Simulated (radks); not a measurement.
Spherical quantum dot in the effective-mass picture: electrons in a parabolic well V = omega^2 r^2 / 2 with omega = 2.02, all in effective atomic units (hartree* = m*/eps^2 hartree, bohr* = eps/m* bohr), one dielectric constant everywhere. Method: non-relativistic Kohn-Sham, LDA (Slater exchange, Perdew-Wang correlation), spin-polarised, spherical densities; computed with a radial shooting solver with Libxc functionals. Levels are named by radial order and angular momentum (1s, 1p, 1d, 2s, ...), and open shells are averaged over m. Results are scaled to m* = 0.039 and eps = 12.2, for which hartree* = 7.13 meV and bohr* = 16.55 nm.

N = 36, configuration 1s2 1p6 1d10 2s2 1f14 2p(up 2, down 0). This is the lowest configuration that the search found. Occupied and some empty levels:

level,occupation,eigenvalue (meV),<r> (nm)
1s up,1,174.06,19.43
1s down,1,174.38,19.64
1p up,3,180.71,24.79
1p down,3,180.90,24.90
1d up,5,187.97,28.56
1d down,5,188.10,28.58
2s up,1,189.03,25.14
2s down,1,189.32,25.01
1f up,7,195.83,31.47
1f down,7,195.95,31.45
2p up,2,197.72,27.94
2p down,0,198.04,27.97
1g up,0,204.28,33.87
1g down,0,204.41,33.84
2d up,0,206.95,30.63
2d down,0,207.19,30.71
3s up,0,207.97,28.73
3s down,0,208.20,28.72

Energy (meV): total 4465.46, kinetic 546.27, external 1674.2, Hartree 2418.7, exchange-correlation -173.65.
